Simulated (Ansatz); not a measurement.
`F[SiH](F)S` + H₂O → `O[SiH](F)S` + H–F at 400 K and 1 bar (formal hydrolysis of the Si–F bond).

Gas-phase electronic energies from Ansatz, PBE0-D4/def2-TZVP geometries. CCSD(T)/CBS adds triple-zeta CCSD(T) − MP2 to the extrapolated MP2 energy (def2 sets, frozen cores). This one scheme is used for every species. Each species was taken in one conformer, which may not be the lowest.

| species | CCSD(T)/CBS energy (Eh) | H − E (kJ/mol) | S (J/(mol·K)) |
| --- | --- | --- | --- |
| `F[SiH](F)S` | -887.80771 | 89.7 | 339.4 |
| H₂O | -76.37941 | 69.8 | 198.6 |
| `O[SiH](F)S` | -863.77796 | 122.3 | 348.4 |
| H–F | -100.39570 | 36.5 | 182.2 |

H − E and S are ideal-gas, rigid-rotor, harmonic terms from PBE0-D4/def2-TZVP, for one conformer and one mirror image of each species. 1 Eh = 2625.50 kJ/mol, R = 8.31446 J/(mol·K).

Task: By hand: ΔE, ΔH, ΔS and ΔG.

Result: ΔE = (-863.77796) + (-100.39570) − (-887.80771) − (-76.37941) = 0.01346 Eh = 35.3 kJ/mol. Δ(H − E) = 122.3 + 36.5 − 89.7 − 69.8 = -0.7, so ΔH = 34.6 kJ/mol. ΔS = 348.4 + 182.2 − 339.4 − 198.6 = -7.4 J/(mol·K). ΔG = 34.6 − 400 × (-7.4)/1000 = 37.6 kJ/mol.

Task: By hand: the equilibrium constant, and the temperature at which ΔG would vanish if ΔH and ΔS stayed fixed.

Result: log₁₀ K = −ΔG/(RT ln 10) = -4.9. ΔH and −TΔS have one sign here, so there is no such temperature.

The number of gas molecules stays the same, so ΔS is small and ΔH decides. A doubt of 5 kJ/mol in ΔE shifts log₁₀ K by 0.7 here. Other conformers and mirror images would add mixing entropy, several J/(mol·K) or more a flexible species. These are equilibria of isolated gas molecules and say nothing of rates. Largest T1 diagnostic: 0.012 (customary marks: 0.02 for closed shells, 0.045 for open ones).

ΔS is within the doubt of such terms, so its sign, and with it that verdict, could turn.
